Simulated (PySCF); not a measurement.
The numbers are results of B3LYP-D3(BJ)/def2-TZVP // B3LYP-D3(BJ)/def2-SVP (PySCF 2.14.0), not measurements. Gas-phase values, no solvent. B3LYP has the VWN-RPA correlation part, as in Gaussian. Delta-SCF ions had no search for a lower state. Excitations are Tamm–Dancoff values on a coarser integration grid. The basis has no diffuse functions, so Rydberg states are missing or too high.

Reference species (SMILES): `s1c2c(cc1)ccc(c2C)[SiH3]` (neutral, multiplicity 1).

```
Item                                      Value
--------------------------------------  -------
dipole moment                            1.10 D
vertical ionisation energy (Delta-SCF)  7.83 eV
S1 excitation (TDA)                     4.42 eV
```

Changed species: `Cc1c([SiH3])ccc2sccc12`.

Problem. Give the shifts of the dipole moment, vertical ionisation energy (Delta-SCF) and S1 excitation (TDA).

Solution. the dipole moment rises by 0.05 D, to 1.15 D; the vertical ionisation energy (Delta-SCF) stays essentially unchanged; the S1 excitation (TDA) rises by 0.07 eV, to 4.49 eV.
